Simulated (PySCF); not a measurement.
HfOF, SMILES [O]=[Hf][F] (connectivity only; charge and spin as stated), neutral, multiplicity 2.

Geometry optimised at PBE-D3(BJ)/def2-TZVP. The multiplicity is an assumed one; other spin states were not compared. The def2 effective core potentials stand for the cores of Hf; spin–orbit coupling is left out.

All values below come from TDA-PBE/def2-TZVPD (PySCF).

Vertical excitations. The molecule is in vacuum.

Computed excitation energies, oscillator strengths and character:
```
state    energy (eV)  λ (nm)      f                              main pairs
-------  -----------  ------  -----  --------------------------------------
root 1          1.84     675  0.044                        α HOMO→LUMO 98 %
root 2          2.00     621  0.054                      α HOMO→LUMO+1 99 %
root 3          3.22     385  0.086                      α HOMO→LUMO+2 94 %
root 4          3.27     379  0.001                        β HOMO→LUMO 99 %
root 5          3.50     354  0.023  α HOMO→LUMO+3 49 %, β HOMO−1→LUMO 49 %
root 6          3.57     347  0.003                      β HOMO−2→LUMO 95 %
root 7          3.67     338  0.068  α HOMO→LUMO+3 49 %, β HOMO−1→LUMO 48 %
root 8          3.84     323  0.000                      α HOMO−1→LUMO 98 %
root 9          3.99     311  0.001                    α HOMO−1→LUMO+1 97 %
root 10         4.15     299  0.000                      α HOMO−2→LUMO 90 %
```
Unrestricted roots are not spin-pure.
